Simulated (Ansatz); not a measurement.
Reaction (formal exchange of groups at the Si–C bond): `C=C(N)[SiH2][SiH3]` + `C=CCl` → `[SiH3][SiH2]Cl` + `C=CC(=C)N`

Isolated molecules relaxed with PBE0-D4/def2-TZVP in Ansatz; ΔE leaves out vibrations. CBS: MP2 limit from def2 TZ/QZ plus the TZ coupled-cluster correction, frozen cores. This one scheme is used for every species. Each species was taken in one conformer, which may not be the lowest.

| species | CCSD(T)/CBS(def2) energy (Eh) |
| --- | --- |
| `C=C(N)[SiH2][SiH3]` | -714.34823 |
| `C=CCl` | -537.65823 |
| `[SiH3][SiH2]Cl` | -1040.97629 |
| `C=CC(=C)N` | -211.08675 |

Question: Work out ΔE.

Answer: ΔE = (-1040.97629) + (-211.08675) − (-714.34823) − (-537.65823) = -0.05658 Eh = -148.6 kJ/mol.

Largest T1 diagnostic among the species: 0.013.

Leaving LDA and LC-ωPBE aside and taking each functional with its dispersion term where it has one, the values, not all of them listed here, spread over 17.0 kJ/mol, from B97M-V to revPBE-D4. From BLYP to BHLYP (50 % exact exchange), in def2-TZVPP and without D4, ΔE moves by −14.1 kJ/mol. In def2-TZVPP, CCSD(T) changes the Hartree–Fock value by +17.8 kJ/mol (the triples alone add +2.7 kJ/mol) and MP2 by +12.7 kJ/mol.
